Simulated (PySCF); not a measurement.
## Calculated data, AlBH$_{4}$O, AlBFH$_{2}$O, AlBClH$_{2}$O, Al$_{2}$BH$_{4}$O and others

Calculation on a computer-drawn molecule: the log of a Hartree-Fock and frozen-core CCSD(T) single point meant for a local Hartree-Fock minimum, with one planted fault or none, to be diagnosed. Offsets are logged minus clean, where the clean run is the same molecule without the fault. The reference is restricted for singlets and unrestricted otherwise, and also for a bond in bohr or an excited solution. Adding or removing an electron swaps singlet and doublet. The excited solution moves the top pair (singlet) or top alpha electron (doublet) to the lowest empty orbital. Highest occupied and lowest empty are orbital energies over both spins, largest force is the largest gradient component, triples share is (T) over the correlation energy, the T1 limit is 0.02 restricted and 0.045 unrestricted, electrons count all cores, a negative frequency is imaginary (commonest isotopes), and the dipole is about the centre of nuclear charge. Program: PySCF 2.14.0.

Common to all runs: logged SCF converged yes; possible faults no fault, one electron removed, one electron added, multiplicity raised by two, geometry at a saddle point, SCF held on an excited solution, minimal basis STO-3G, one bond length entered in bohr, all coordinates scaled.

(1) 
```xyz
7
formula=AlBH4O meant_charge=0 meant_multiplicity=1 meant_basis=cc-pV(D+d)Z logged_electrons=30 logged_basis_functions=71 logged_spin_squared=0 logged_highest_occupied=-4.1466 logged_lowest_empty=-4.7893 logged_largest_force=0.11097 logged_CC_converged=no logged_dipole_magnitude=7.5133 logged_SCF_stable_within_its_kind=no logged_energy_HF=-343.36608 planted_fault=SCF_held_on_an_excited_solution HF_energy_offset_from_clean_run=277.1
O     -1.8624    -1.9983     3.0897
B     -1.1154    -1.2578     2.2315
Al    -2.1277     0.1985     0.9860
H     -1.3607    -2.6146     3.6038
H      0.0822    -1.4572     2.2134
H     -2.3370     1.7007     1.4622
H     -2.6791    -0.1786    -0.4566
```

Units: logged_highest_occupied, logged_lowest_empty in eV; logged_largest_force in hartree/bohr; logged_dipole_magnitude in debye; logged_energy_HF in hartree; HF_energy_offset_from_clean_run in kcal/mol.

Drawn bonds:
```
atom  other atom  order
   1           2      1
   2           3      1
   1           4      1
   2           5      1
   3           6      1
   3           7      1
```

Notes: CCSD not converged.

(2) 
```xyz
7
formula=AlBH4O meant_charge=0 meant_multiplicity=1 meant_basis=cc-pV(D+d)Z logged_electrons=29 logged_basis_functions=71 logged_spin_squared=0.7654 logged_highest_occupied=-16.7 logged_lowest_empty=-7.58 logged_largest_force=0.085718 logged_T1_diagnostic=0.024535 logged_D1_diagnostic=0.091159 logged_triples_share=0.026086 logged_CC_converged=yes logged_dipole_magnitude=2.3365 logged_SCF_stable_within_its_kind=yes logged_energy_HF=-343.49114 logged_energy_CCSD(T)=-343.85424 planted_fault=one_electron_removed HF_energy_offset_from_clean_run=198.7 CCSD(T)_energy_offset_from_clean_run=210.8
O     -1.8624    -1.9983     3.0897
B     -1.1154    -1.2578     2.2315
Al    -2.1277     0.1985     0.9860
H     -1.3607    -2.6146     3.6038
H      0.0822    -1.4572     2.2134
H     -2.3370     1.7007     1.4622
H     -2.6791    -0.1786    -0.4566
```

Units: logged_highest_occupied, logged_lowest_empty in eV; logged_largest_force in hartree/bohr; logged_dipole_magnitude in debye; logged_energy_HF, logged_energy_CCSD(T) in hartree; HF_energy_offset_from_clean_run, CCSD(T)_energy_offset_from_clean_run in kcal/mol.

Drawn bonds:
```
atom  other atom  order
   1           2      1
   2           3      1
   1           4      1
   2           5      1
   3           6      1
   3           7      1
```

(3) 
```xyz
6
formula=AlBFH2O meant_charge=0 meant_multiplicity=2 meant_basis=cc-pV(D+d)Z logged_electrons=36 logged_basis_functions=75 logged_spin_squared=0 logged_highest_occupied=-17.165 logged_lowest_empty=-6.6124 logged_largest_force=0.04515 logged_T1_diagnostic=0.021707 logged_D1_diagnostic=0.062314 logged_triples_share=0.024861 logged_CC_converged=yes logged_dipole_magnitude=4.9498 logged_SCF_stable_within_its_kind=yes logged_energy_HF=-441.88738 logged_energy_CCSD(T)=-442.42555 planted_fault=one_electron_removed HF_energy_offset_from_clean_run=167.7 CCSD(T)_energy_offset_from_clean_run=165
O      0.1822    -0.3803    -0.9765
B      0.3779     0.4560     0.0662
Al    -1.3219     0.8355     1.3966
F     -2.1397     2.2745     1.1856
H      0.9571    -0.5400    -1.4970
H      1.4823     0.9086     0.2656
```

Units: logged_highest_occupied, logged_lowest_empty in eV; logged_largest_force in hartree/bohr; logged_dipole_magnitude in debye; logged_energy_HF, logged_energy_CCSD(T) in hartree; HF_energy_offset_from_clean_run, CCSD(T)_energy_offset_from_clean_run in kcal/mol.

Drawn bonds:
```
atom  other atom  order
   1           2      1
   2           3      1
   3           4      1
   1           5      1
   2           6      1
```

Notes: T1 above single-reference limit.

(4) 
```xyz
6
formula=AlBFH2O meant_charge=0 meant_multiplicity=2 meant_basis=cc-pV(D+d)Z logged_electrons=37 logged_basis_functions=26 logged_spin_squared=0.7679 logged_highest_occupied=-3.8746 logged_lowest_empty=7.5573 logged_largest_force=0.043644 logged_T1_diagnostic=0.0229 logged_D1_diagnostic=0.077139 logged_triples_share=0.051053 logged_CC_converged=yes logged_dipole_magnitude=2.0112 logged_SCF_stable_within_its_kind=yes logged_energy_HF=-436.43037 logged_energy_CCSD(T)=-436.58038 planted_fault=minimal_basis_STO-3G HF_energy_offset_from_clean_run=3592 CCSD(T)_energy_offset_from_clean_run=3833
O      0.1822    -0.3803    -0.9765
B      0.3779     0.4560     0.0662
Al    -1.3219     0.8355     1.3966
F     -2.1397     2.2745     1.1856
H      0.9571    -0.5400    -1.4970
H      1.4823     0.9086     0.2656
```

Units: logged_highest_occupied, logged_lowest_empty in eV; logged_largest_force in hartree/bohr; logged_dipole_magnitude in debye; logged_energy_HF, logged_energy_CCSD(T) in hartree; HF_energy_offset_from_clean_run, CCSD(T)_energy_offset_from_clean_run in kcal/mol.

Drawn bonds:
```
atom  other atom  order
   1           2      1
   2           3      1
   3           4      1
   1           5      1
   2           6      1
```

(5) 
```xyz
6
formula=AlBFH2O meant_charge=0 meant_multiplicity=2 meant_basis=cc-pV(D+d)Z logged_electrons=37 logged_basis_functions=75 logged_spin_squared=1.0758 logged_highest_occupied=-5.5414 logged_lowest_empty=-0.54623 logged_largest_force=0.027267 logged_dipole_magnitude=4.2138 logged_SCF_stable_within_its_kind=no logged_energy_HF=-442.07181 planted_fault=SCF_held_on_an_excited_solution HF_energy_offset_from_clean_run=51.94
O      0.1822    -0.3803    -0.9765
B      0.3779     0.4560     0.0662
Al    -1.3219     0.8355     1.3966
F     -2.1397     2.2745     1.1856
H      0.9571    -0.5400    -1.4970
H      1.4823     0.9086     0.2656
```

Units: logged_highest_occupied, logged_lowest_empty in eV; logged_largest_force in hartree/bohr; logged_dipole_magnitude in debye; logged_energy_HF in hartree; HF_energy_offset_from_clean_run in kcal/mol.

Drawn bonds:
```
atom  other atom  order
   1           2      1
   2           3      1
   3           4      1
   1           5      1
   2           6      1
```

Notes: coupled-cluster numbers left out as unreliable.

(6) 
```xyz
6
formula=AlBClH2O meant_charge=1 meant_multiplicity=1 meant_basis=cc-pV(D+d)Z logged_electrons=44 logged_basis_functions=84 logged_spin_squared=0 logged_highest_occupied=-11.072 logged_lowest_empty=-10.252 logged_largest_force=0.090552 logged_CC_converged=no logged_dipole_magnitude=1.8927 logged_SCF_stable_within_its_kind=no logged_energy_HF=-801.55766 planted_fault=SCF_held_on_an_excited_solution HF_energy_offset_from_clean_run=254.2
O     -0.0931     0.4253    -0.9748
B     -1.0284     0.8612    -0.1541
Al    -1.4398     2.9894    -0.3154
Cl    -1.9274    -0.0811     1.0024
H      0.1257    -0.5028    -0.9437
H     -1.7458     4.5071    -0.4164
```

Units: logged_highest_occupied, logged_lowest_empty in eV; logged_largest_force in hartree/bohr; logged_dipole_magnitude in debye; logged_energy_HF in hartree; HF_energy_offset_from_clean_run in kcal/mol.

Drawn bonds:
```
atom  other atom  order
   1           2      1
   2           3      1
   2           4      1
   1           5      1
   3           6      1
```

Notes: CCSD not converged.

(7) 
```xyz
6
formula=AlBClH2O meant_charge=1 meant_multiplicity=1 meant_basis=cc-pV(D+d)Z logged_electrons=44 logged_basis_functions=84 logged_spin_squared=2.0081 logged_highest_occupied=-12.492 logged_lowest_empty=-7.6943 logged_largest_force=0.052359 logged_T1_diagnostic=0.026298 logged_D1_diagnostic=0.13402 logged_triples_share=0.030362 logged_CC_converged=yes logged_dipole_magnitude=3.4871 logged_SCF_stable_within_its_kind=yes logged_energy_HF=-801.83068 logged_energy_CCSD(T)=-802.31647 planted_fault=multiplicity_raised_by_two HF_energy_offset_from_clean_run=82.9 CCSD(T)_energy_offset_from_clean_run=87.23
O     -0.0931     0.4253    -0.9748
B     -1.0284     0.8612    -0.1541
Al    -1.4398     2.9894    -0.3154
Cl    -1.9274    -0.0811     1.0024
H      0.1257    -0.5028    -0.9437
H     -1.7458     4.5071    -0.4164
```

Units: logged_highest_occupied, logged_lowest_empty in eV; logged_largest_force in hartree/bohr; logged_dipole_magnitude in debye; logged_energy_HF, logged_energy_CCSD(T) in hartree; HF_energy_offset_from_clean_run, CCSD(T)_energy_offset_from_clean_run in kcal/mol.

Drawn bonds:
```
atom  other atom  order
   1           2      1
   2           3      1
   2           4      1
   1           5      1
   3           6      1
```

(8) 
```xyz
6
formula=AlBClH2O meant_charge=1 meant_multiplicity=1 meant_basis=cc-pV(D+d)Z logged_electrons=44 logged_basis_functions=84 logged_spin_squared=0 logged_highest_occupied=-16.062 logged_lowest_empty=-4.7772 logged_largest_force=0.12902 logged_T1_diagnostic=0.01343 logged_D1_diagnostic=0.042987 logged_triples_share=0.02549 logged_CC_converged=yes logged_dipole_magnitude=4.7934 logged_SCF_stable_within_its_kind=yes logged_energy_HF=-801.89489 logged_energy_CCSD(T)=-802.37972 planted_fault=all_coordinates_scaled,by_-9.2_% HF_energy_offset_from_clean_run=42.61 CCSD(T)_energy_offset_from_clean_run=47.54
O     -0.0845     0.3862    -0.8851
B     -0.9338     0.7820    -0.1399
Al    -1.3073     2.7144    -0.2864
Cl    -1.7501    -0.0736     0.9102
H      0.1141    -0.4566    -0.8569
H     -1.5852     4.0924    -0.3781
```

Units: logged_highest_occupied, logged_lowest_empty in eV; logged_largest_force in hartree/bohr; logged_dipole_magnitude in debye; logged_energy_HF, logged_energy_CCSD(T) in hartree; HF_energy_offset_from_clean_run, CCSD(T)_energy_offset_from_clean_run in kcal/mol.

Drawn bonds:
```
atom  other atom  order
   1           2      1
   2           3      1
   2           4      1
   1           5      1
   3           6      1
```

(9) 
```xyz
8
formula=Al2BH4O meant_charge=0 meant_multiplicity=2 meant_basis=cc-pV(D+d)Z logged_electrons=43 logged_basis_functions=94 logged_spin_squared=3.7657 logged_highest_occupied=-5.7853 logged_lowest_empty=-1.1652 logged_largest_force=0.030767 logged_T1_diagnostic=0.024043 logged_D1_diagnostic=0.07973 logged_triples_share=0.027426 logged_CC_converged=yes logged_dipole_magnitude=3.6125 logged_SCF_stable_within_its_kind=yes logged_energy_HF=-585.59753 logged_energy_CCSD(T)=-586.01979 planted_fault=multiplicity_raised_by_two HF_energy_offset_from_clean_run=58.84 CCSD(T)_energy_offset_from_clean_run=68.31
O     -0.0118     1.8057    -2.5321
B     -0.0240     0.7663    -1.7426
Al    -0.0507    -0.8196    -0.4389
Al     0.7951    -0.2996     1.9594
H      0.7782     1.9444    -3.0415
H     -0.5972    -2.1634    -1.0806
H      1.3556     1.1469     2.3190
H      0.8033    -1.3541     3.1492
```

Units: logged_highest_occupied, logged_lowest_empty in eV; logged_largest_force in hartree/bohr; logged_dipole_magnitude in debye; logged_energy_HF, logged_energy_CCSD(T) in hartree; HF_energy_offset_from_clean_run, CCSD(T)_energy_offset_from_clean_run in kcal/mol.

Drawn bonds:
```
atom  other atom  order
   1           2      1
   2           3      1
   3           4      1
   1           5      1
   3           6      1
   4           7      1
   4           8      1
```

(10) 
```xyz
9
formula=CH6AlO meant_charge=-1 meant_multiplicity=1 meant_basis=aug-cc-pV(D+d)Z logged_electrons=33 logged_basis_functions=132 logged_spin_squared=0.7608 logged_highest_occupied=-10.359 logged_lowest_empty=-1.9627 logged_largest_force=0.13326 logged_T1_diagnostic=0.021834 logged_D1_diagnostic=0.11465 logged_triples_share=0.028207 logged_CC_converged=yes logged_dipole_magnitude=6.2473 logged_SCF_stable_within_its_kind=yes logged_energy_HF=-358.01251 logged_energy_CCSD(T)=-358.49694
O     -0.6639     0.6922     0.8890
C     -0.3618    -0.7108     1.0651
Al     1.6388    -1.1453     1.0977
H     -1.5976     0.8109     0.8864
H     -0.8507    -1.2787     0.2570
H     -0.8300    -1.0553     2.0015
H      2.3532    -0.7352    -0.3239
H      2.3839    -0.3909     2.3528
H      1.7092    -2.7835     1.3077
```

Units: logged_highest_occupied, logged_lowest_empty in eV; logged_largest_force in hartree/bohr; logged_dipole_magnitude in debye; logged_energy_HF, logged_energy_CCSD(T) in hartree.

Drawn bonds:
```
atom  other atom  order
   1           2      1
   2           3      1
   1           4      1
   2           5      1
   2           6      1
   3           7      1
   3           8      1
   3           9      1
```

To be estimated
1. CH$_{6}$AlO (entry 10): planted fault?

Calculated values
1. one electron removed

Further results for CH$_{6}$AlO (entry 10):

* HF energy offset from clean run: 82.58 kcal/mol
* CCSD(T) energy offset from clean run: 102.2 kcal/mol
